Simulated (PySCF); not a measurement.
## NMR problem set

Non-relativistic Hamiltonian, a single conformation, one averaged value for each set of equivalent atoms, isolated molecule. Coordinates at the GFN2-xTB level; NMR shieldings at PBE0/pcSseg-1/GIAO; PySCF.

Referencing at the same level of theory: $^{1}$H (σref 31.72), $^{13}$C (σref 186.93) against TMS. Splittings of carbon signals by F and P are missing where no couplings were computed. Where no couplings were computed, multiplicities follow the n + 1 count of equivalent neighbours, and m marks all less simple cases (inequivalent or close neighbours, rings, F or P nearby). Shifts are as computed. Against solution values, carbons near 30 ppm lie about +3 ppm off and those near 130 ppm about +5 ppm; carbons on Cl a further +6 ppm. Of 1211 compounds with measured shifts, 218 miss one by over three times the rms of a fit or turn the order of signals round; such compounds aren't used in these exercises. Carbons bonded to Cl come out too deshielded.

**Question.** C3ClF5O. $^{13}$C{$^{1}$H} NMR (computed): δ 175.4 (C), 127.1 (C), 115.0 (C). Identify the compound.

**Answer.** `C(C(=O)Cl)(F)(F)C(F)(F)F`. Rings plus π bonds: 1 (no ring in the answer). 3 carbon signals for 3 carbons: no two carbons are equivalent. Carbon types of the structure: 3 × C. δC 175.4: carbonyl carbon. δC 127.1: CF3 carbon; 3 electronegative neighbours deshield it. δC 115.0: fully substituted sp3 carbon bonded to 2 F, α to a carbonyl; 2 electronegative neighbours deshield it.

This is the structure that produced the data.

**Question.** C3H12ClNOSi3. $^{1}$H NMR (400 MHz, computed): δ 5.67 (m, 1H), 5.64 (m, 1H), 5.12 (s, 2H), 4.78 (s, 6H), 4.64 (s, 2H). $^{13}$C{$^{1}$H} NMR (computed): δ 154.8 (C), 121.1 (CH2), 70.4 (CH2). Identify the compound.

**Answer.** `C(C(=C)Cl)O[SiH2]N([SiH3])[SiH3]`. Rings plus π bonds: 1 (no ring in the answer). 3 carbon signals for 3 carbons: no two carbons are equivalent. Carbon types of the structure: 1 × C, 2 × CH2, leaving 8 H on heteroatoms. δC 154.8: fully substituted alkene carbon; as expected for a trigonal carbon in a double bond. δC 121.1: terminal =CH2 carbon; the olefinic region. δC 70.4: allylic sp3 CH2 bonded to O; pulled downfield by the heteroatom. δH 4.64: hydrogen on an allylic sp3 CH2 bonded to O; its carbon carries O, hence the downfield position.

The data come from this structure; uniqueness wasn't tested.
